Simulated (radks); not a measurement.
Results of a calculation; reference values are marked as such.
Ionisation ladder of silicon, from Si I to Si XI. Each ion is in the ground configuration listed by NIST, and IE = E(next ion) - E(this ion). Code: a radial shooting solver on a logarithmic mesh with Libxc functionals. Model: non-relativistic Kohn-Sham, LDA (Slater exchange, Perdew-Wang correlation), spin-polarised, spherical densities, point nucleus; open shells are filled with parallel spins first.

species	configuration	E (hartree)	IE, Delta-SCF (eV)	<r> HOMO (bohr)	IE, NIST (eV)	kind	error (eV)
Si I	[Ne] 3s2 3p2	-288.21781	8.269	2.74	8.152	exp.	+0.117
Si II	[Ne] 3s2 3p1	-287.91394	16.340	2.43	16.346	exp.	-0.006
Si III	[Ne] 3s2	-287.31346	33.524	1.95	33.493	exp.	+0.031
Si IV	[Ne] 3s1	-286.08149	45.540	1.84	45.142	exp.	+0.398
Si V	[Ne]	-284.40792	167.13	0.532	166.77	exp.	+0.4
Si VI	[He] 2s2 2p5	-278.26587	205.74	0.509	205.28	semi-emp.	+0.5
Si VII	[He] 2s2 2p4	-270.70515	245.92	0.490	246.57	semi-emp.	-0.6
Si VIII	[He] 2s2 2p3	-261.66773	304.15	0.463	303.59	semi-emp.	+0.6
Si IX	[He] 2s2 2p2	-250.49045	351.85	0.446	351.3	semi-emp.	+0.6
Si X	[He] 2s2 2p1	-237.56007	400.73	0.432	401.38	semi-emp.	-0.7
Si XI	[He] 2s2	-222.83359	471.11	0.482	476.27	semi-emp.	-5.2

Reference values: NIST Atomic Spectra Database (exp. = measured, semi-emp. = semi-empirical, theory = theoretical value adopted there). The ionisation energy per charge of the ion left behind rises most, in proportion, at Si V ([Ne]), from 11.385 to 33.427 eV. Against the entries that are not theoretical the mean signed error is +0.2 % and the largest +1.4 %. Open shells are spherical and high-spin; term and fine-structure splittings are not resolved.
